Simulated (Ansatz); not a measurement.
The cluster Na4H5, relaxed as a doublet with UKS PBE-D4/def2-SVP in Ansatz, starting from the GFN2-xTB geometry. Force threshold 0.02 eV/Å.

The structure comes from a short search, and lower isomers may exist.

Start:

| atom | x (Å) | y (Å) | z (Å) |
| --- | --- | --- | --- |
| Na1 | 1.290 | -0.495 | -0.079 |
| Na2 | -0.103 | 0.802 | 2.345 |
| Na3 | 0.403 | 3.072 | 0.232 |
| Na4 | -1.380 | 1.044 | -1.240 |
| H5 | -0.610 | -3.144 | -1.118 |
| H6 | 0.970 | 0.714 | -1.158 |
| H7 | -0.235 | -2.458 | -0.930 |
| H8 | 1.129 | -0.101 | 1.593 |
| H9 | -1.464 | 0.565 | 0.356 |

```tsv
step	energy (eV)	largest force component (eV/Å)	SCF passes
1	-17723.6062	2.117	26
2	-17724.5721	1.065	28
3	-17724.8978	0.882	29
4	-17724.9794	1.669	27
5	-17725.0811	1.182	29
6 (rejected)	-17725.0689	0.911	28
7	-17725.0992	0.208	27
8	-17725.1257	0.228	28
9	-17725.1618	0.364	28
10 (rejected)	-17725.1386	0.356	27
11	-17725.1807	1.294	27
15	-17725.2762	0.192	27
19	-17725.2952	0.126	24
23	-17725.3043	0.093	22
27	-17725.3095	0.061	24
31 (rejected)	-17725.3090	1.047	24
35	-17725.3250	0.128	27
39	-17725.3444	0.155	27
43	-17725.3934	0.147	26
47	-17725.4163	0.109	26
51	-17725.4434	0.021	25
55	-17725.4478	0.027	23
59	-17725.4511	0.081	22
63	-17725.4522	0.024	24
67	-17725.4528	0.019	19
68	-17725.4529	0.002	22
```

Force components are those of the run's own axes.

End:

Cartesian coordinates in Å:
```
Na 1.7386 0.0103 0.6156
Na -0.9011 -1.0669 2.2554
Na 0.9258 2.8027 -2.4422
Na -1.2800 1.2764 -0.5986
H -0.0932 -1.7478 -1.3323
H 0.9788 1.3685 -0.7634
H -0.5812 -1.4877 -0.7908
H 1.1567 -1.1534 2.1962
H -1.9443 -0.0020 0.8599
```

Bonds lost: Na1–Na3, Na2–Na3, Na3–Na4 (atoms count from 1). Bonds formed: Na3–H6 (atoms count from 1). The end holds 2 separate pieces.

The force fell under the threshold at step 67, but the optimiser went on. No frequencies were taken in this run, so the end may be a saddle point.

Run time 2.7 min (4 threads of Arm Neoverse V1 on a shared host).
